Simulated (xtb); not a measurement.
Si(H)3(SMe) (CH₆SSi), SMILES CS[SiH3]. All values are semi-empirical tight-binding results from xtb (GFN2-xTB unless named), good for trends rather than for accurate numbers. Geometry optimised at GFN2-xTB.

Optimised geometry:

```xyz
9

Si     1.2587    -0.0460     0.5644
S     -0.3621    -0.1550    -0.8295
C     -1.7464     0.3250     0.2527
H      2.4138    -0.4264    -0.2244
H      1.3235     1.3218     1.0703
H      0.9722    -0.9677     1.6595
H     -1.8479    -0.3963     1.0578
H     -2.6406     0.3236    -0.3612
H     -1.5717     1.3192     0.6518
```

Computed properties:
| Quantity | Result |
|---|---|
| point group as xtb finds it | Cs |
| orbital gap | 4.25 eV |
| zero-point energy | 39.0 kcal/mol |
| G − E(el) at 298.15 K (modified RRHO) | 20.8 kcal/mol |
| static polarisability (D4 model) | 64.2 bohr³ |
| solvation energy, GFN2-xTB/ALPB(water) | 0.4 kcal/mol |
| solvation energy, GFN2-xTB/ALPB(dmso) | -3.3 kcal/mol |

Computed atomic charges and the Wiberg bond orders between heavy atoms:
charges (e) Si1 0.48, S2 -0.34, C3 -0.04, H4 -0.08, H5 -0.08, H6 -0.08, H7 0.04, H8 0.06, H9 0.04. Bond orders Si1–S2 0.99, S2–C3 1.01.
